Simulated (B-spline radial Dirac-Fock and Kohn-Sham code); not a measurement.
## Photoionisation of chromium ions at Mo Kα (17479.3 eV)

Calculated with a radial finite-basis atomic code, using independent-particle photoionisation in a Dirac-Hartree-Slater potential with a Latter tail, all multipoles, thresholds from Dirac-Fock ΔSCF. Cross sections in kb; a dash marks an empty subshell or a threshold above the photon energy.

```
  ion  configuration  total    1s     2s   2p1/2   2p3/2      3s
Cr¹²⁺       [Ne] 3s2  2.551  2.28  0.180  0.0179  0.0327  0.0365
Cr¹⁶⁺   [He] 2s2 2p4  2.526  2.29  0.194  0.0132  0.0242       –
Cr²²⁺            1s2  2.330  2.33      –       –       –       –
Cr²³⁺            1s1  1.190  1.19      –       –       –       –
```
